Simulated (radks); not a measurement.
Question: Species: As0.8+. Configuration: [Ar] 3d10 4s2 4p(up 2.2, down 0) (fractional occupations, a model configuration). All-electron calculation, scalar-relativistic Kohn-Sham, r2SCAN, spin-polarised, spherical densities, finite nucleus; meta-GGA in the generalised Kohn-Sham scheme; Fermi nuclear charge, rms radius 4.0968 fm. Program: a radial shooting solver on a logarithmic mesh with Libxc functionals. Some entries of the table are withheld. Estimate them.

| orbital | occ. | eigenvalue (hartree) | <r> (bohr) | <1/r> (bohr^-1) |
|---|---|---|---|---|
| 1s up | 1 | -432.1472 | 0.04551 | 33.46 |
| 1s down | 1 | -432.1417 | 0.04550 | 33.46 |
| 2s up | 1 | -55.38325 | 0.2025 | 7.385 |
| 2s down | 1 | -55.38282 | 0.2025 | 7.385 |
| 2p up | 3 | -48.52338 | 0.1772 | 7.221 |
| 2p down | 3 | -48.51960 | 0.1772 | 7.221 |
| 3s up | 1 | -7.47220 | 0.5971 | 2.389 |
| 3s down | 1 | -7.46778 | 0.5973 | 2.387 |
| 3p up | 3 | (1) | (2) | 2.232 |
| 3p down | 3 | (3) | (4) | 2.231 |
| 3d up | 5 | -1.80696 | 0.6789 | 1.905 |
| 3d down | 5 | -1.79788 | 0.6744 | 1.911 |
| 4s up | 1 | -0.84626 | 1.905 | 0.6867 |
| 4s down | 1 | -0.74789 | 1.884 | 0.6985 |
| 4p up | 2.2 | -0.46773 | (5) | 0.5577 |
| 4p down | 0 | -0.36004 | (6) | 0.5704 |

Answer: 
(1) 3p up eigenvalue (hartree): -5.32304
(2) 3p up <r> (bohr): 0.6166
(3) 3p down eigenvalue (hartree): -5.31777
(4) 3p down <r> (bohr): 0.6164
(5) 4p up <r> (bohr): 2.314
(6) 4p down <r> (bohr): 2.271
